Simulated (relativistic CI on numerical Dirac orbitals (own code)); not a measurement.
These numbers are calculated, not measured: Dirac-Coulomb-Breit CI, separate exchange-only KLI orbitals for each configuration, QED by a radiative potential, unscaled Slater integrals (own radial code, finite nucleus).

Configuration list (outside the closed core 1s2): 2s2 2p4, 2s 2p5, 2p6, 2p5 3s, 2p5 3p, 2p5 3d, 2s2 2p3 3s, 2s2 2p3 3p, 2s2 2p3 3d, 2s 2p4 3s, 2s 2p4 3p, 2s 2p4 3d, 2s2 2p3 4s, 2s2 2p3 4p, 2s2 2p3 4d, 2s2 2p3 4f, 2s 2p4 4s, 2s 2p4 4p, 2s 2p4 4d, 2s 2p4 4f, 2s2 2p2 3s2, 2s2 2p3 5s, 2s2 2p3 5p, 2s2 2p2 3s 3p, 2s2 2p3 5d, 2s2 2p3 5f, 2s2 2p3 5g, 2s2 2p2 3p2, 2s2 2p2 3s 3d, 2s2 2p2 3p 3d, 2s 2p3 3s2, 2s2 2p2 3d2, 2s 2p3 3s 3p, 2s 2p4 5s, 2s 2p4 5p, 2s 2p3 3p2. Levels of other configurations are missing.

At this charge energies of transitions that change n are usually good to better than 1 %, and those within a shell (Δn = 0) to a few per cent.

Outline of the computed level scheme of Ge XXV. Lowest level of each configuration: 2s2 2p4 3P_2 at 0.00 eV; 2s 2p5 3P°_2 at 165.19 eV; 2p6 1S_0 at 378.43 eV; 2s2 2p3 3s 5S°_2 at 1365.26 eV; 2s2 2p3 3p 5P_1 at 1403.74 eV; 2s2 2p3 3d 5D°_2 at 1458.61 eV.

Some strong electric-dipole decays among the lowest 45 levels: 2s2 2p3 3d 3D°_2 → 2s2 2p4 3P_2 (1.0e+13 s⁻¹); 2s2 2p3 3s 3S°_1 → 2s2 2p4 3P_2 (5.6e+12 s⁻¹); 2s2 2p3 3s 1D°_2 → 2s2 2p4 1D_2 (5.3e+12 s⁻¹); 2s2 2p3 3s 3D°_1 → 2s2 2p4 3P_1 (4.4e+12 s⁻¹); 2s2 2p3 3s 1P°_1 → 2s2 2p4 1S_0 (3.8e+12 s⁻¹); 2s2 2p3 3s 3P°_0 → 2s2 2p4 3P_1 (2.9e+12 s⁻¹); 2s2 2p3 3s 3D°_3 → 2s2 2p4 3P_2 (2.9e+12 s⁻¹); 2s2 2p3 3d 5D°_1 → 2s2 2p4 3P_2 (2.8e+12 s⁻¹).

LS names give the leading component of a level, which can be under half, so a name can repeat, a term be missing and a line seem to break the LS rules.
